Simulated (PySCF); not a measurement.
**Basis and Hamiltonian dependence of the excitation energy of Li**

Li [He] 2s1 (2S) → Li [He] 2p1 (2P). All values are computed (PySCF 2.14, energy differences of UHF-based or UKS calculations, no spin-orbit coupling). Values in eV.

| basis | Hamiltonian | functions | UHF | PBE | PBE0 | CCSD(T) (valence and next inner shell) |
| --- | --- | --- | --- | --- | --- | --- |
| x2c-TZVPPall | spin-free X2C | 19 | 2.050 | 1.727 | 1.809 | 2.053 |
| def2-TZVPPD | non-relativistic | 22 | 1.884 | 1.618 | 1.694 | 1.895 |
| aug-cc-pVDZ-DK | spin-free X2C | 23 | 1.845 | 1.569 | 1.649 | n/a |
| aug-cc-pVDZ | non-relativistic | 23 | 1.845 | 1.568 | 1.649 | n/a |
| ANO-RCC-VTZP | spin-free X2C | 30 | 1.841 | 1.556 | 1.641 | 1.843 |
| def2-QZVPPD | non-relativistic | 35 | 1.842 | 1.559 | 1.642 | 1.847 |
| x2c-QZVPPall with one added diffuse shell each of s, p type | spin-free X2C | 39 | 1.843 | 1.558 | 1.642 | 1.839 |
| aug-cc-pVTZ-DK | spin-free X2C | 46 | 1.843 | 1.558 | 1.642 | n/a |
| dyall-av3z | spin-free X2C | 57 | 1.842 | 1.570 | 1.648 | n/a |
| aug-cc-pCVTZ-DK | spin-free X2C | 59 | 1.842 | 1.559 | 1.642 | 1.851 |
| aug-cc-pVTZ with one added diffuse shell each of s, p, d, f type | non-relativistic | 62 | 1.842 | 1.558 | 1.642 | n/a |
| aug-cc-pVQZ | non-relativistic | 80 | 1.842 | 1.555 | 1.639 | n/a |
| aug-cc-pCVQZ | non-relativistic | 109 | 1.841 | 1.557 | 1.641 | n/a |
| aug-cc-pCVQZ-DK | spin-free X2C | 109 | 1.842 | 1.558 | 1.641 | n/a |

Frozen in the all-electron rows: valence and next inner shell: nothing; valence: 1s2.

Reference for a calculation without spin-orbit coupling: 1.848 eV (measured, between term centres; NIST).
